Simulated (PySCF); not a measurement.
Species: C7H8.
InChI=1S/C7H8/c1-7-3-2-4-5(7)6(4)7/h2-6H,1H3/t4-,5+,6-,7+

Method: B3LYP/def2-SVPD in PySCF (dipole) on a GFN2-xTB geometry, gas phase.

Masses are those of the commonest isotopes; rigid-rotor values at the optimised geometry. 

(1) What are A, B and C (cm⁻¹)?

(2) What kind of rotor is it?

(3) What does the inertial defect say?

(4) Give the coordinates in the principal-axis frame, origin at the centre of mass.

(5) List the rotational levels J(Ka,Kc) to J = 3 (cm⁻¹).

(6) Which lines would a microwave search look for?

(7) Estimate the classical rotational partition function at 25 K, 50 K and 200 K.

Results:

(1) Ia = 94.86, Ib = 158.40, Ic = 215.72 u·Å²; 505379 MHz·u·Å²/I gives 5328, 3191 and 2343 MHz, that is A = 0.17771, B = 0.10643, C = 0.07815 cm⁻¹.

(2) An asymmetric top: κ = (2 × 3191 − 5328 − 2343)/(5328 − 2343) = -0.43.

(3) Not planar: Δ = Ic − Ia − Ib = -37.54 u·Å². For a rigid frame Δ = −2 Σ m c², so Σ m c² = 18.77 u·Å² lies off the ab plane: 6.03 from hydrogen and 12.74 from heavier atoms. The atom farthest from that plane is 1.49 Å away.

(4) The sense of each axis is arbitrary; atoms in the order of the calculation.
```
atom  mass (u)   a (Å)   b (Å)   c (Å)
  C1    12.000   2.169   0.214   0.000
  C2    12.000   0.670   0.120   0.001
  C3    12.000  -0.195   1.339   0.000
  C4    12.000  -1.448   0.897   0.000
  C5    12.000  -1.344  -0.589  -0.001
  C6    12.000  -0.076  -0.986  -0.728
  C7    12.000  -0.077  -0.986   0.729
  H8     1.008   2.516   0.752   0.880
  H9     1.008   2.515   0.745  -0.886
 H10     1.008   2.613  -0.779   0.003
 H11     1.008   0.182   2.343   0.000
 H12     1.008  -2.371   1.443  -0.001
 H13     1.008  -2.216  -1.226  -0.001
 H14     1.008   0.172  -1.698  -1.488
 H15     1.008   0.170  -1.698   1.488
```

(5) Above 0(0,0):
J = 1: 1(0,1) 0.1846, 1(1,1) 0.2559, 1(1,0) 0.2841
J = 2: 2(0,2) 0.5468, 2(1,2) 0.5967, 2(1,1) 0.6816, 2(2,1) 0.8954, 2(2,0) 0.9023
J = 3: 3(0,3) 1.0753, 3(1,3) 1.1041, 3(1,2) 1.2727, 3(2,2) 1.4491, 3(2,1) 1.4812, 3(3,1) 1.8801, 3(3,0) 1.8812
Those of J = 1 are B + C, A + C and A + B.

(6) The dipole components are |μa| = 0.44 D, |μb| = 0.81 D, |μc| = 0.00 D; the mirror of this Cs structure is the ab plane, so μc vanishes by symmetry and there are no c-type lines. The squared components, which scale the intensities, stand as 0.30 : 1.00 (a : b). Some lines, for components of 0.1 D or more:

| type | branch | J(Ka,Kc) | MHz | lower level (cm⁻¹) |
| --- | --- | --- | --- | --- |
| b | Q | 1(1,0) ← 1(0,1) | 2985 | 0.185 |
| b | Q | 2(1,1) ← 2(0,2) | 4039 | 0.547 |
| a | R | 1(0,1) ← 0(0,0) | 5533 | 0.000 |
| b | Q | 5(2,3) ← 5(1,4) | 7637 | 3.003 |
| b | R | 2(0,2) ← 1(1,1) | 8723 | 0.256 |
| a | R | 2(0,2) ← 1(0,1) | 10860 | 0.185 |
| a | Q | 5(1,4) ← 5(1,5) | 11902 | 2.606 |
| b | Q | 3(3,1) ← 3(2,2) | 12921 | 1.449 |
| b | Q | 5(4,1) ← 5(3,2) | 16881 | 3.594 |
| a | R | 5(3,3) ← 4(3,2) | 28104 | 2.630 |
| b | R | 5(3,3) ← 4(2,2) | 38974 | 2.267 |

(7) Point group Cs, symmetry number σ = 1; q = (√π/σ)·√((kT/h)³/(ABC)), k/h = 20836.6 MHz/K: 3340 at 25 K, 9450 at 50 K, 75600 at 200 K.

No frequency check. Constants of a rigid frame at the computed geometry: no zero-point averaging, no centrifugal distortion. A rigid rotor knows nothing of internal rotation, which can split or shift real lines.
